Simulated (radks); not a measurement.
Results of a calculation; reference values are marked as such.
Task: These are the eigenvalues of the occupied orbitals of an atom or ion with whole-number occupations (Ry). Code: a radial shooting solver on a logarithmic mesh with Libxc functionals. Model: Dirac Kohn-Sham, BLYP, spin-unpolarised, spherical densities, point nucleus.

| orbital | eigenvalue |
|---|---|
| 1s1/2 | -1106.274 |
| 2s1/2 | -149.0271 |
| 2p1/2 | -135.3262 |
| 2p3/2 | -130.8551 |
| 3s1/2 | -23.33364 |
| 3p1/2 | -18.42660 |
| 3p3/2 | -17.75434 |
| 3d3/2 | -9.16273 |
| 3d5/2 | -9.04852 |
| 4s1/2 | -3.68985 |
| 4p1/2 | -2.51559 |
| 4p3/2 | -2.44290 |

Which element is it, and in what charge state? The configuration may be excited. Open shells, if any, are shared by 2j + 1.

Result: Z = 37, rubidium, charge +2: Rb2+ in [Ar] 3d10 4s2 4p5. The list shows which subshells hold electrons but not how many an open one holds; the 1s level, -553.14 hartree, gives Z - s = 33.3 by -(Z - s)^2/2, which with screening and relativity narrows Z to a few neighbours, and the depths of the outer levels then fix element, charge and occupations together.
